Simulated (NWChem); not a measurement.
System meant: AlF₂ cation; SMILES [F][Al+][F]

The following NWChem deck was run.

```
start job
memory heap 200 mb stack 900 mb global 1100 mb
charge 1
geometry units angstroms noautosym nocenter noautoz
  Al     0.000000     0.000000     0.000000
  F      0.000000     0.000000     1.601877
  F      0.000000     0.000000    -1.601877
end
basis spherical
  * library 6-31g*
end
dft
  xc m06-l
  iterations 150
end
property
  shielding 2 1 2
end
task dft property
```

End of the output:

```
 Vector   18  Occ=0.000000D+00  E=-2.556981D-01
              MO Center= -7.6D-09,  2.0D-09, -1.1D-09, r^2= 3.1D+00
   Bfn.  Coefficient  Atom+Function         Bfn.  Coefficient  Atom+Function
  ----- ------------  ---------------      ----- ------------  ---------------
     7      0.512614  1 Al px                 8     -0.514853  1 Al py
    11      0.291046  1 Al px                12     -0.292318  1 Al py
     3     -0.150098  1 Al px                 4      0.150753  1 Al py
    21     -0.139508  2 F  px                22      0.140117  2 F  py
    35     -0.139508  3 F  px                36      0.140117  3 F  py

 center of mass
 --------------
 x =   0.00000000 y =   0.00000000 z =   0.00000000

 moments of inertia (a.u.)
 ------------------
         348.179362662511           0.000000000000           0.000000000000
           0.000000000000         348.179362662511           0.000000000000
           0.000000000000           0.000000000000           0.000000000000

     Multipole analysis of the density
     ---------------------------------

     L   x y z        total         alpha         beta         nuclear
     -   - - -        -----         -----         ----         -------
     0   0 0 0      1.000000    -15.000000    -15.000000     31.000000

     1   1 0 0      0.000000      0.000000      0.000000      0.000000
     1   0 1 0      0.000000      0.000000      0.000000      0.000000
     1   0 0 1     -0.000001     -0.000001     -0.000001      0.000000

     2   2 0 0    -10.554195     -5.277097     -5.277097      0.000000
     2   1 1 0     -0.000000     -0.000000     -0.000000      0.000000
     2   1 0 1     -0.000000     -0.000000     -0.000000      0.000000
     2   0 2 0    -10.554195     -5.277097     -5.277097      0.000000
     2   0 1 1      0.000000      0.000000      0.000000      0.000000
     2   0 0 2    -16.791282    -90.866119    -90.866119    164.940956

          -----------------------------------------
          Chemical Shielding Tensors (GIAO, in ppm)
          -----------------------------------------

 ------------------------------------------------------------------------
  xm06: d2 not coded                    0
 ------------------------------------------------------------------------
 ------------------------------------------------------------------------
  current input line :
    19: task dft property
 ------------------------------------------------------------------------
 ------------------------------------------------------------------------
 This error has not yet been assigned to a category
 ------------------------------------------------------------------------
 For more information see the NWChem manual at https://nwchemgit.github.io

0: xm06: d2 not coded:Received an Error in Communication
```

### Question
Can this run be used? If not, why, and what is the fix?

### Answer
The program stopped with an error. Cause: this functional's second derivatives, which shieldings need, aren't coded here; the fix takes a hybrid GGA instead. This input runs:
```
start job
memory heap 200 mb stack 900 mb global 1100 mb
charge 1
geometry units angstroms noautosym nocenter noautoz
  Al     0.000000     0.000000     0.000000
  F      0.000000     0.000000     1.601877
  F      0.000000     0.000000    -1.601877
end
basis spherical
  * library 6-31g*
end
dft
  xc pbe0
  iterations 150
end
property
  shielding 2 1 2
end
task dft property
```
It converges to -441.56781 Ha (PBE0/6-31G* (spherical d), GIAO).
